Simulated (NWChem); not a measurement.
# Converging the integration grid for SnH3OF (SMILES [OH][SnH2][F])

SnH3OF: 6 atoms, total charge 0, spin state singlet. As SMILES, `[OH][SnH2][F]`. The coordinates come from a PBE0-D4/def2-TZVP relaxation. This is one conformer, not always the lowest.

```xyz
6

O    -1.4144   -0.3330   -0.4250
Sn    0.3023    0.2559    0.2837
F     1.4091   -1.3151    0.3021
H    -1.3686   -0.6857   -1.3167
H     1.0961    1.3171   -0.7821
H     0.0175    0.6967    1.8919
```

Program: NWChem 7.3.0. Method: TPSSh/def2-SVP (core potential). Swept: integration grid. Watched: the total energy. Each run: energy. Hardware: 1 thread of AMD EPYC 7R43 (Zen 3), shared host.

Deviations are taken from the sweep's last point, which isn't the limit.

Question: The candidates, from coarse to fine: lebedev 20 3; lebedev 35 6; lebedev 50 8; lebedev 75 11; lebedev 99 14; lebedev 150 18. Estimate which is the coarsest that holds the total energy within 1 mEh of the last.

Answer: lebedev 35 6: it is 0.692 mEh off and takes 8.7 s, against 34 s for lebedev 150 18.

```tsv
integration grid	energy (Eh)	from the best (mEh)	wall time
lebedev 20 3	-381.248452	+9715.687	12 s
lebedev 35 6	-390.963447	+0.692	8.7 s
lebedev 50 8	-390.964107	+0.031	11 s
lebedev 75 11	-390.964139	-0.001	9.6 s
lebedev 99 14	-390.964138	0.000	17 s
lebedev 150 18	-390.964138	0.000	34 s
```
